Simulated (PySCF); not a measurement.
# Frontier orbitals and the lowest excitations

C5H11As.
Cartesian coordinates in Å at the PBE0-D3(BJ)/def2-SVP level; atoms count from 1:
```
atom  x, y, z in Å
C1    -1.297   -1.195   -0.924
C2    -1.196   -0.273    0.043
C3    -2.109    0.916    0.116
C4    -0.138   -0.355    1.099
As5    1.324    0.958    0.739
C6     2.178   -0.042   -0.721
H7    -2.055   -1.119   -1.708
H8    -0.627   -2.059   -0.957
H9    -1.533    1.857    0.095
H10   -2.827    0.932   -0.715
H11   -2.673    0.915    1.063
H12    0.297   -1.362    1.159
H13   -0.546   -0.092    2.089
H14    2.234    0.424    1.845
H15    1.515   -0.002   -1.597
H16    3.134    0.434   -0.982
H17    2.354   -1.093   -0.451
```

Theory: TDDFT wB97X-D/def2-SVPD, vertical, gas phase, core orbitals frozen in the response in PySCF. Relativistic effects, spin–orbit coupling among them, are left out although an element past zinc is present.

Frontier orbitals with the atoms that hold most of them (Löwdin shares over 4%, at most four atoms; ? is withheld):

```json
{"orbital": "LUMO+2", "ε (eV)": "2.29", "atoms": "As5 23%, C6 20%, H15 7%, H14 7%"}
{"orbital": "LUMO+1", "ε (eV)": "2.07", "atoms": "As5 26%, C1 10%, C3 9%, C4 9%"}
{"orbital": "LUMO", "ε (eV)": "1.79", "atoms": "?"}
{"orbital": "HOMO", "ε (eV)": "?", "atoms": "As5 40%, C1 16%, C4 12%, C2 10%"}
{"orbital": "HOMO-1", "ε (eV)": "-9.15", "atoms": "?"}
{"orbital": "HOMO-2", "ε (eV)": "-11.02", "atoms": "C6 31%, As5 27%, H14 12%, C4 9%"}
{"orbital": "HOMO-3", "ε (eV)": "-11.08", "atoms": "C4 24%, As5 17%, C2 14%, H14 8%"}
```

Problem. Give the leading atoms of the LUMO.

Solution. C1 (bonded to C and 2 H) 22%; C2 (bonded to 3 C) 19%; As5 (bonded to 2 C and H) 16%; H14 (bonded to As) 8%. By element: carbon 41% or more, arsenic 16%, hydrogen 8% or more.

Problem. Give the leading atoms of the HOMO-1.

Solution. As5 (bonded to 2 C and H) 29%; C1 (bonded to C and 2 H) 20%; C2 (bonded to 3 C) 19%; C6 (bonded to As and 3 H) 8%. By element: carbon 47% or more, arsenic 29%.

Problem. What is the HOMO energy, and the HOMO–LUMO gap?

Solution. ε(HOMO) = -8.39 eV; the gap is 10.17 eV (0.3738 hartree).

Problem. The HOMO–LUMO gap is 10.17 eV. Where does the response calculation put the lowest singlet, and from which orbitals?

Solution. S1 is at 6.07 eV (f = 0.092), 4.10 eV below the gap, made of HOMO→LUMO (86%). Without the coupling terms of the response equations the lowest excitation would equal the gap.

Problem. Give energy, strength and leading configuration of S1 and S2, and follow the Löwdin shares of the leading atoms from the occupied to the empty orbital.

Solution. 
- S1 (6.07 eV, f 0.092), HOMO→LUMO (86%): As5 40% → 16%, C1 16% → 22%, C2 10% → 19%
- S2 (6.31 eV, f 0.126), HOMO→LUMO+1 (79%): As5 40% → 26%, C1 16% → 10%

Löwdin shares depend on the basis, the more so with diffuse functions.

One conformer stands for the species.
